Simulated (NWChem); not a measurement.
System: CH6BOP; SMILES CB(O)P

NWChem input:

```
start job
memory heap 200 mb stack 900 mb global 1100 mb
geometry units angstroms noautoz
  B     -0.106638    -0.459116     0.054009
  C      1.133050    -1.432434     0.010275
  H      1.463136    -1.549715    -1.036921
  H      0.919272    -2.439974     0.405032
  H      1.996689    -1.023890     0.558325
  O     -1.375602    -0.894659     0.251833
  H     -1.427261    -1.847868     0.386999
  P      0.118302     1.460646    -0.052536
  H     -1.017893     1.750732    -0.860763
  H      1.067884     1.472864    -1.115794
end
basis spherical
  * library def2-svp
end
dft
  xc xcamb88 1.00 lyp 1.0 hfexch 1.00
  cam 0.33 cam_alpha 0.0 cam_beta 1.0
  iterations 150
  mulliken
end
task dft energy
```

NWChem printed, in part:

```
             Northwest Computational Chemistry Package (NWChem) 7.3.0
             --------------------------------------------------------

 C1  symmetry detected

                             Geometry "geometry" -> ""
                             -------------------------

 Output coordinates in angstroms (scale by  1.889725989 to convert to a.u.)

  No.       Tag          Charge          X              Y              Z
 ---- ---------------- ---------- -------------- -------------- --------------
    1 B                    5.0000    -0.08989974    -0.47184525     0.00497332
    2 C                    6.0000     1.19389569    -1.38704729     0.02398471
    3 H                    1.0000     1.64429835    -1.39807732    -0.98415557
    4 H                    1.0000     0.98787354    -2.43326335     0.30622186
    5 H                    1.0000     1.96947713    -0.99422371     0.70022608
    6 O                    8.0000    -1.34971369    -0.97364472     0.01792602
    7 H                    1.0000    -1.36855266    -1.93636723     0.06646851
    8 P                   15.0000     0.04953072     1.45729019     0.08517049
    9 H                    1.0000    -1.00233879     1.77185966    -0.82198796
   10 H                    1.0000     1.11011574     1.60138685    -0.85651331

 Effective nuclear repulsion energy (a.u.)     146.8278961300

                                 NWChem DFT Module
                                 -----------------

 Summary of "ao basis" -> "ao basis" (spherical)
 ------------------------------------------------------------------------------
       Tag                 Description            Shells   Functions and Types
 ---------------- ------------------------------  ------  ---------------------
 B                          def2-svp                 6       14   3s2p1d
 C                          def2-svp                 6       14   3s2p1d
 H                          def2-svp                 3        5   2s1p
 O                          def2-svp                 6       14   3s2p1d
 P                          def2-svp                 8       18   4s3p1d

            General Information
            -------------------
          SCF calculation type: DFT
          Wavefunction type:  closed shell.
          No. of atoms     :    10
          No. of electrons :    40
           Alpha electrons :    20
            Beta electrons :    20
          Charge           :     0
          Spin multiplicity:     1
          Use of symmetry is: off; symmetry adaption is: off
          Maximum number of iterations: 150
          AO basis - number of functions:    90
                     number of shells:    44
          Convergence on energy requested:  1.00D-06
          Convergence on density requested:  1.00D-05
          Convergence on gradient requested:  5.00D-04

              XC Information
              --------------
                     Hartree-Fock (Exact) Exchange  1.000
                   CAM-Becke88 Exchange Functional  1.000
              Lee-Yang-Parr Correlation Functional  1.000

           Range-Separation Parameters
           ---------------------------
           Alpha           :  0.00
           Beta            :  1.00
           Gamma           :  0.33
           Short-Range HF  :     F

             Grid Information
             ----------------
          Grid used for XC integration:  medium
          Radial quadrature: Mura-Knowles
          Angular quadrature: Lebedev.
          Tag              B.-S. Rad. Rad. Pts. Rad. Cut. Ang. Pts.
          ---              ---------- --------- --------- ---------
          B                   0.85       49           8.0       434
          C                   0.70       49          11.0       434
          H                   0.35       45          12.0       434
          O                   0.60       49          10.0       434
          P                   1.00       88          11.0       590
          Grid pruning is: on
          Number of quadrature shells:   505
          Spatial weights used:  Erf1

      Superposition of Atomic Density Guess
      -------------------------------------

 Sum of atomic energies:        -480.35329344

      Non-variational initial energy
      ------------------------------

 Total energy =    -482.227758
 1-e energy   =    -951.287383
 2-e energy   =     322.231729
 HOMO         =      -0.282112
 LUMO         =       0.036280

     ---------------------------------------------
      Total Density - Mulliken Population Analysis
     ---------------------------------------------

    Atom       Charge   Shell Charges
 -----------   ------   -------------------------------------------------------
    1 B    5     4.71   1.99  0.89  0.18  1.21  0.32  0.12
    2 C    6     6.47   1.99  0.97  0.22  2.14  1.14  0.01
    3 H    1     0.86   0.64  0.19  0.03
    4 H    1     0.88   0.65  0.20  0.03
    5 H    1     0.86   0.65  0.19  0.03
    6 O    8     8.50   1.99  1.11  0.56  3.08  1.75  0.01
    7 H    1     0.66   0.53  0.07  0.06
    8 P   15    15.18   2.00  1.99  1.16  0.54  5.94  1.45  2.04  0.06
    9 H    1     0.94   0.64  0.28  0.02
   10 H    1     0.94   0.64  0.28  0.02

   convergence    iter        energy       DeltaE   RMS-Dens  Diis-err
 ---------------- ----- ----------------- --------- --------- ---------
 d= 0,ls=0.0,diis     1   -482.3293103948 -6.29D+02  1.12D-02  6.21D-01
 d= 0,ls=0.0,diis     2   -482.3643124345 -3.50D-02  4.58D-03  3.99D-01
 d= 0,ls=0.0,diis     3   -482.3963985164 -3.21D-02  1.27D-03  3.03D-02
 d= 0,ls=0.0,diis     4   -482.3994061612 -3.01D-03  2.99D-04  7.57D-04
 d= 0,ls=0.0,diis     5   -482.3995160061 -1.10D-04  1.29D-04  9.13D-05
  Resetting Diis
 d= 0,ls=0.0,diis     6   -482.3995322054 -1.62D-05  4.82D-05  4.54D-06
 d= 0,ls=0.0,diis     7   -482.3995333833 -1.18D-06  1.30D-05  2.75D-07
 d= 0,ls=0.0,diis     8   -482.3995334631 -7.97D-08  3.93D-06  8.93D-08

         Total DFT energy =     -482.399533463082
      One electron energy =     -955.250918320610
           Coulomb energy =      368.952065228158
    Exchange-Corr. energy =      -42.928576500608
 Nuclear repulsion energy =      146.827896129978

 Numeric. integr. density =       39.999999218164

                       DFT Final Molecular Orbital Analysis
                       ------------------------------------

 Vector   18  Occ=2.000000D+00  E=-4.547408D-01
              MO Center= -8.4D-02, -8.0D-01, -6.5D-02, r^2= 3.2D+00
   Bfn.  Coefficient  Atom+Function         Bfn.  Coefficient  Atom+Function
  ----- ------------  ---------------      ----- ------------  ---------------
    47      0.345797   6 O  px               18      0.269843   2 C  px
    49      0.232302   6 O  pz                4      0.212991   1 B  px
    50      0.194219   6 O  px               52      0.160281   6 O  pz
    34     -0.149937   4 H  s                29      0.147775   3 H  s
    21      0.143582   2 C  px               39      0.140287   5 H  s

 Vector   19  Occ=2.000000D+00  E=-3.972682D-01
              MO Center= -2.8D-02,  1.6D-01,  5.2D-03, r^2= 3.4D+00
   Bfn.  Coefficient  Atom+Function         Bfn.  Coefficient  Atom+Function
  ----- ------------  ---------------      ----- ------------  ---------------
     5      0.263189   1 B  py               66     -0.240214   8 P  s
    18     -0.202450   2 C  px               74      0.198097   8 P  py
    72     -0.195829   8 P  pz               75     -0.190090   8 P  pz
    71      0.189139   8 P  py               81      0.180104   9 H  s
    65     -0.177686   8 P  s                19      0.174272   2 C  py

 Vector   20  Occ=2.000000D+00  E=-3.340914D-01
              MO Center=  3.6D-02,  1.3D+00,  2.2D-01, r^2= 2.5D+00
   Bfn.  Coefficient  Atom+Function         Bfn.  Coefficient  Atom+Function
  ----- ------------  ---------------      ----- ------------  ---------------
    75      0.363342   8 P  pz               66      0.305805   8 P  s
    74      0.298840   8 P  py               72      0.277106   8 P  pz
    71      0.249307   8 P  py               65      0.226356   8 P  s
     5      0.214054   1 B  py               69     -0.158869   8 P  pz
    64      0.156704   8 P  s                68     -0.140510   8 P  py

 Vector   21  Occ=0.000000D+00  E= 8.310140D-02
              MO Center= -1.2D-02, -1.3D-01, -4.0D-02, r^2= 3.5D+00
   Bfn.  Coefficient  Atom+Function         Bfn.  Coefficient  Atom+Function
  ----- ------------  ---------------      ----- ------------  ---------------
    66     -0.664713   8 P  s                 9      0.612645   1 B  pz
     6     -0.495668   1 B  pz               82      0.439667   9 H  s
    87      0.439466  10 H  s                30      0.412213   3 H  s
    52     -0.299485   6 O  pz               49     -0.263879   6 O  pz
    17     -0.202607   2 C  s                 3      0.168524   1 B  s

 Vector   22  Occ=0.000000D+00  E= 1.082004D-01
              MO Center= -1.9D-01, -1.5D+00, -1.1D-01, r^2= 6.0D+00
   Bfn.  Coefficient  Atom+Function         Bfn.  Coefficient  Atom+Function
  ----- ------------  ---------------      ----- ------------  ---------------
    17      1.586154   2 C  s                59     -0.854277   7 H  s
     3     -0.761115   1 B  s                35     -0.704165   4 H  s
    66      0.675905   8 P  s                46      0.672140   6 O  s
    40     -0.555838   5 H  s                30     -0.531877   3 H  s
    87     -0.476629  10 H  s                75     -0.333993   8 P  pz

 Vector   23  Occ=0.000000D+00  E= 1.346722D-01
              MO Center=  6.0D-02,  9.2D-01, -7.1D-02, r^2= 5.2D+00
   Bfn.  Coefficient  Atom+Function         Bfn.  Coefficient  Atom+Function
  ----- ------------  ---------------      ----- ------------  ---------------
    17      1.224470   2 C  s                82     -1.047350   9 H  s
    73     -0.911296   8 P  px               87      0.584913  10 H  s
    40     -0.564677   5 H  s                 3     -0.456370   1 B  s
    35     -0.425941   4 H  s                 7     -0.369583   1 B  px
    66      0.342003   8 P  s                59      0.269249   7 H  s

     ---------------------------------------------
      Total Density - Mulliken Population Analysis
     ---------------------------------------------

    Atom       Charge   Shell Charges
 -----------   ------   -------------------------------------------------------
    1 B    5     5.22   1.98  0.83  0.18  1.59  0.51  0.13
    2 C    6     6.06   1.98  0.87  0.13  2.17  0.88  0.02
    3 H    1     0.95   0.70  0.22  0.02
    4 H    1     0.99   0.71  0.25  0.02
    5 H    1     0.95   0.71  0.22  0.02
    6 O    8     8.04   1.99  1.07  0.52  2.92  1.53  0.01
    7 H    1     0.81   0.67  0.07  0.07
    8 P   15    14.92   2.00  1.98  1.19  0.44  5.92  1.57  1.74  0.09
    9 H    1     1.02   0.70  0.30  0.02
   10 H    1     1.04   0.71  0.31  0.02

     -------------------------------------------
      Total Density - Lowdin Population Analysis
     -------------------------------------------

    Atom       Charge   Shell Charges
 -----------   ------   -------------------------------------------------------
    1 B    5     5.28   1.96  0.54  0.26  1.46  0.77  0.29
    2 C    6     6.17   1.96  0.56  0.32  1.93  1.35  0.05
    3 H    1     0.94   0.60  0.27  0.07
    4 H    1     0.96   0.62  0.28  0.06
    5 H    1     0.94   0.61  0.27  0.07
    6 O    8     7.95   1.97  0.83  0.55  2.71  1.86  0.02
    7 H    1     0.90   0.55  0.17  0.17
    8 P   15    14.78   2.00  1.94  0.85  0.53  5.81  1.59  1.94  0.12
    9 H    1     1.04   0.62  0.37  0.04
   10 H    1     1.05   0.62  0.38  0.04

     Multipole analysis of the density
     ---------------------------------

     L   x y z        total         alpha         beta         nuclear
     -   - - -        -----         -----         ----         -------
     0   0 0 0     -0.000000    -20.000000    -20.000000     40.000000

     1   1 0 0      0.163497      0.081748      0.081748      0.000000
     1   0 1 0     -0.986702     -0.493351     -0.493351      0.000000
     1   0 0 1     -0.268462     -0.134231     -0.134231     -0.000000

     2   2 0 0    -24.937816    -74.733583    -74.733583    124.529351
     2   1 1 0      1.149066      4.390170      4.390170     -7.631273
     2   1 0 1     -0.211365      0.100096      0.100096     -0.411556
     2   0 2 0    -22.812430   -137.131247   -137.131247    251.450065
     2   0 1 1     -1.454940      1.971069      1.971069     -5.397077
     2   0 0 2    -25.081592    -18.042564    -18.042564     11.003535
```

Level: LC-BLYP (range parameter 0.33 per bohr)/def2-SVP. Coordinates come from a PBE0/def2-SVP optimisation.
